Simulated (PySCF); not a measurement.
From one molecule to another.

First species: C₄H₁₁ClSi₂.
SMILES with atom numbers: `[SiH3:1][CH2:2][SiH2:3][CH2:4]/[CH:5]=[CH:6]\[Cl:7]` (hydrogens: H8, H9, H10 on Si1; H11, H12 on C2; H13, H14 on Si3; H15, H16 on C4; H17 on C5; H18 on C6)

Second species: C5H7NS2.
InChI=1S/C5H7NS2/c6-4-5-7-2-1-3-8-5/h5H,1-3H2

Levels: PBE0/def2-SVPD for HOMO energy, LUMO energy, HOMO–LUMO gap and static isotropic polarisability; TDDFT PBE0/def2-SVPD for lowest singlet excitation; TDA PBE0/def2-SVPD for lowest triplet excitation (Tamm–Dancoff). Geometries: GFN2-xTB. All species are isolated and taken at one optimised geometry, non-relativistic unless stated. Electronic properties by PySCF.

The conformers computed, where there is a choice (atom-mapped SMILES and torsion angles):
- `[SiH3:1][CH2:2][SiH2:3][CH2:4]/[CH:5]=[CH:6]\[Cl:7]`: Si1–C2–Si3–C4 73°, C2–Si3–C4–C5 67°, Si3–C4–C5–C6 -102°

The conformers of `N#CC1SCCCS1` aren't listed.

Task: Which has the higher static isotropic polarisability?

Result: The first: 115.3 au against 98.1 au, a difference of 17.2 au.

Task: Which has the higher LUMO energy?

Result: The first: -0.15 eV against -0.62 eV, a difference of 0.47 eV.

Task: Which has the higher HOMO energy?

Result: The second: -6.78 eV against -7.05 eV, a difference of 0.27 eV.

Task: Which has the higher T1 energy?

Result: The second: 4.23 eV against 4.10 eV, a difference of 0.13 eV.

Task: Which of the two has the higher S1 energy, and by how much?

Result: The first: 6.29 eV against 4.76 eV, a difference of 1.53 eV.

Task: Which of the two has the higher HOMO–LUMO gap, and by how much?

Result: The first: 6.90 eV against 6.16 eV, a difference of 0.74 eV.

On the first: In wavenumbers S1 is 50800 cm⁻¹ (1 eV = 8065.54 cm⁻¹). The principal polarisabilities are 95.2, 120.5 and 130.1 au; their mean is the isotropic value.

On the second: The principal polarisabilities are 93.8, 99.9 and 100.6 au; their mean is the isotropic value. No computed singlet falls in the visible range (750 to 380 nm, 1.65 to 3.26 eV); S1 lies 1.50 eV above its blue end.
